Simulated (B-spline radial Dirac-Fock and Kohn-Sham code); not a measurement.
Auger parameter of lutetium: the K level and its strongest K-LL line

The computed values come from an atomic code on a B-spline grid: relaxed Dirac-Fock hole states (ΔSCF) with Breit and QED corrections and a finite nucleus. The modified Auger parameter α′ is the binding energy plus the kinetic energy of the Auger electron; it does not depend on the energy zero. For free ions it tends to fall with charge, since less charge screens the final holes.

```
            species           configuration  binding 1s (eV)  Auger line  kinetic (eV)   α′ (eV)
                 Lu       [Xe] 4f14 5d1 6s2          63317.0    L2L3 J=2       43476.5  106793.4
                 Lu           [Xe] 4f14 5d3          63313.6    L2L3 J=2       43482.8  106796.4
                Lu⁺           [Xe] 4f14 6s2          63327.4    L2L3 J=2       43463.6  106791.0
 Lu⁺ (Watson 1.6 Å)           [Xe] 4f14 6s2          63319.7    L2L3 J=2       43471.9  106791.6
               Lu²⁺           [Xe] 4f14 6s1          63336.3    L2L3 J=2       43453.5  106789.8
Lu²⁺ (Watson 1.8 Å)           [Xe] 4f14 6s1          63321.2    L2L3 J=2       43469.1  106790.3
  Lu²⁺ (Watson 3 Å)           [Xe] 4f14 6s1          63326.7    L2L3 J=2       43463.1  106789.8
               Lu³⁺               [Xe] 4f14          63346.2    L2L3 J=2       43442.7  106788.9
Lu³⁺ (Watson 1.8 Å)               [Xe] 4f14          63322.2    L2L3 J=2       43466.7  106788.9
  Lu³⁺ (Watson 3 Å)               [Xe] 4f14          63331.8    L2L3 J=2       43457.1  106788.9
               Lu⁴⁺               [Xe] 4f13          63370.1    L2L3 J=2       43414.5  106784.6
               Lu⁵⁺               [Xe] 4f12          63396.2    L2L3 J=2       43384.0  106780.3
               Lu⁶⁺  [Kr] 4d10 4f13 5s2 5p4          63410.6    L2L3 J=2       43373.4  106784.0
               Lu⁷⁺  [Kr] 4d10 4f13 5s2 5p3          63432.2    L2L3 J=2       43351.9  106784.2
```
